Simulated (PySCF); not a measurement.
FH7Si3.
Cartesian coordinates in Å at the PBE0-D3(BJ)/def2-SVP level; atoms count from 1:
```xyz
11
FH7Si3 angstrom
F      1.560   -1.605   -0.856
Si     1.839   -0.467    0.285
Si     0.036    1.030    0.200
Si    -1.853   -0.223   -0.405
H      3.162    0.158   -0.007
H      1.895   -1.154    1.609
H      0.288    2.116   -0.798
H     -0.151    1.653    1.549
H     -1.964   -1.409    0.498
H     -1.706   -0.693   -1.815
H     -3.098    0.596   -0.286
```

Theory: PBE0-D3(BJ)/def2-SVP geometry optimisation, gas phase (PySCF 2.14.0).

Masses are those of the commonest isotopes; rigid-rotor values at the optimised geometry. The values belong to one conformer with, in the numbering `[F:1][SiH2:2][SiH2:3][SiH3:4]`, F1–Si2–Si3–Si4 33°.

Question: What are A, B and C (GHz)?

Answer: Ia = 107.58, Ib = 289.19, Ic = 370.03 u·Å²; 505379 MHz·u·Å²/I gives 4698, 1748 and 1366 MHz, that is A = 4.6978, B = 1.7476, C = 1.3658 GHz.

Question: Classify the top.

Answer: An asymmetric top. Ray's parameter κ = (2B − A − C)/(A − C) = -0.771; −1 is the prolate and +1 the oblate limit.

Question: Is it planar, by Δ = Ic − Ia − Ib?

Answer: Not planar: Δ = Ic − Ia − Ib = -26.73 u·Å². For a rigid frame Δ = −2 Σ m c², so Σ m c² = 13.37 u·Å² lies off the ab plane: 9.27 from hydrogen and 4.10 from heavier atoms. The atom farthest from that plane is 1.69 Å away.

Question: Give the other two planar moments, Paa and Pbb, and the rms extents of the mass along the axes.

Answer: Paa = Σ m a² = (Ib + Ic − Ia)/2 = 275.82 and Pbb = Σ m b² = (Ia + Ic − Ib)/2 = 94.21 u·Å². With the mass M = 109.98 u, the rms extents √(P/M) along a, b and c are 1.58, 0.93, 0.35 Å.

Question: Which types of transition are allowed, and where do some lines up to J = 2 fall?

Answer: The dipole components are |μa| = 0.21 D, |μb| = 1.29 D, |μc| = 0.31 D. Intensities carry the squares of the components, which stand as 0.03 : 1.00 : 0.06 (a : b : c). Some lines, for components of 0.1 D or more:

| type | branch | J(Ka,Kc) | MHz | lower level (cm⁻¹) |
| --- | --- | --- | --- | --- |
| a | Q | 1(1,0) ← 1(1,1) | 382 | 0.202 |
| a | Q | 2(1,1) ← 2(1,2) | 1145 | 0.397 |
| c | Q | 2(1,2) ← 2(0,2) | 2603 | 0.310 |
| a | R | 1(0,1) ← 0(0,0) | 3113 | 0.000 |
| b | Q | 1(1,0) ← 1(0,1) | 3332 | 0.104 |
| a | R | 2(1,2) ← 1(1,1) | 5845 | 0.202 |
| b | R | 1(1,1) ← 0(0,0) | 6064 | 0.000 |
| a | R | 2(1,1) ← 1(1,0) | 6609 | 0.215 |
| c | Q | 2(2,1) ← 2(1,1) | 8851 | 0.435 |
| b | Q | 2(2,0) ← 2(1,1) | 8885 | 0.435 |
| c | R | 2(1,1) ← 1(0,1) | 9941 | 0.104 |
| b | R | 2(2,0) ← 1(1,1) | 15876 | 0.202 |

PBE0-D3(BJ)/def2-SVP frequencies: not computed here. Zero-point vibration and centrifugal distortion are left out. A rigid rotor knows nothing of internal rotation, which can split or shift real lines.
